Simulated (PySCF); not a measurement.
C₆H₈O₃.
Z-matrix (Å and degrees, PBE0-D3(BJ)/def2-SVP geometry), rows numbered from 1:
```
O 
C   1  1.1962
O   2  1.3330  1  126.60
C   3  1.4350  2  118.30  1    -0.29
C   4  1.5297  3  109.81  2  -121.87
C   5  1.5360  4  105.59  3   -83.56
C   6  1.5082  5  103.32  4   -29.51
O   7  1.4197  6  113.34  5   -44.93
C   8  1.4103  7   62.30  6    99.25
H   2  1.1102  1  124.73  3   179.94
H   4  1.0987  3  108.79  2     2.91
H   5  1.0988  4  108.39  3   158.41
H   5  1.0987  4  111.11  3    39.95
H   6  1.1008  5  112.70  4  -151.55
H   6  1.1023  5  111.46  4    87.07
H   7  1.0958  6  121.48  5   170.10
H   9  1.0960  4  120.24  3   -54.06
```

Linear response at CAM-B3LYP/def2-SVPD (PySCF, frozen core in the response, non-relativistic).

Static isotropic polarisability: 75.43 au (11.18 Å³), principal values 67.2, 69.0, 90.0 au.

**Question.** What is the polarisability at 1064 nm and at the sodium D line?

**Answer.** 75.92 au at 1064 nm (+0.6 %), 77.05 au at 589.3 nm (+2.2 %). The rise at 589.3 nm is 3.33 times that at 1064 nm; a pure ω² law gives 3.26. The lowest singlet lies at 209 nm, shorter than both wavelengths.

**Question.** What is the isotropic C6 coefficient between two such molecules, C6 = (3/π)∫α(iω)² dω?

**Answer.** 2671 au (Eh·bohr⁶) by a ten-point quadrature over imaginary frequencies, which is 1600 eV·Å⁶ or 154 J·nm⁶/mol.

**Question.** Which effective excitation energy ω̄ makes London's formula C6 = (3/4)α²ω̄ exact here?

**Answer.** ω̄ = 4·C6/(3α²) = 0.626 Eh = 17.0 eV. A one-pole form α(ω) = α/(1 − ω²/ω̄²) fitted to the 1064 nm value gives 14.6 eV.

**Question.** What does −C6/R⁶ come to at R = 12 Å between centres?

**Answer.** -52 J/mol. This is the leading, orientation-averaged term; C8 and higher terms are left out.

**Question.** What three-body coefficient follows from the one-pole estimate C9 = (3/4)·α·C6?

**Answer.** 151000 au. This is an estimate from the two numbers above, not a computed integral.

**Question.** What molar refraction at the D line follows from R = (4π/3)·N_A·α′, with α′ the polarisability volume?

**Answer.** α′ = 11.42 Å³ gives R = 28.80 cm³/mol, for isolated, non-vibrating species.

The run took about 2.1 min of CPU time (one thread, shared machine). This is the whole response run at CAM-B3LYP/def2-SVPD, SCF included.

One conformer stands for the species.
